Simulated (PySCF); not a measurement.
PySCF input for BrH3OSi, SMILES Br[SiH2]O, C-PCM-B3LYP/def2-SVP. Coordinates come from a PBE-D3(BJ)/def2-TZVP optimisation. The values are those of a single conformer.

```python
import numpy as np
from pyscf import gto, scf, dft
from pyscf.solvent import pcm

mol = gto.M(
    atom='''
    Si    0.37187297   -1.13337801   -0.27492273
    O     2.00909763   -0.99351124   -0.10613269
    Br   -0.67592117    0.79402382    0.18023056
    H    -0.02773148   -1.48898473   -1.66673465
    H    -0.04774293   -2.14893740    0.72229875
    H     2.45371269   -0.33752931   -0.66565404
    ''',
    basis='def2-SVP',
    charge=0,
    spin=0,
    max_memory=1600,
    verbose=3,
)
mf = dft.RKS(mol, xc='b3lyp').density_fit(auxbasis='def2-universal-jkfit')
mf.grids.level = 3
mf.conv_tol = 1e-9
mf.max_cycle = 100
mf.kernel()
res = {}
for name, eps in {'water': 78.355, 'acetone': 20.493, 'diethylether': 4.24}.items():
    s = mf.PCM()
    s.with_solvent.method, s.with_solvent.eps, s.with_solvent.lebedev_order = 'C-PCM', eps, 29
    s.kernel(mf.make_rdm1())
    res[name] = (s.e_tot, eps, s.dip_moment(), s.mo_energy, s.converged)
    print(f'{name}: electrostatic solvation free energy {(s.e_tot - mf.e_tot) * 627.509474:.3f} kcal/mol')
```

It prints:

```
converged SCF energy = -2940.34172171722

WARN: PCM is an experimental feature. It is still in testing.
Features and APIs may be changed in the future.

converged SCF energy = -2940.34855232619
Dipole moment(X, Y, Z, Debye):  1.08328, -0.32941, -1.56644
water: electrostatic solvation free energy -4.286 kcal/mol

WARN: PCM is an experimental feature. It is still in testing.
Features and APIs may be changed in the future.

converged SCF energy = -2940.34827611634
Dipole moment(X, Y, Z, Debye):  1.07268, -0.32388, -1.55187
acetone: electrostatic solvation free energy -4.113 kcal/mol

WARN: PCM is an experimental feature. It is still in testing.
Features and APIs may be changed in the future.

converged SCF energy = -2940.34687880538
Dipole moment(X, Y, Z, Debye):  1.02034, -0.29706, -1.48050
diethylether: electrostatic solvation free energy -3.236 kcal/mol
```

The calculation finished and met its thresholds.
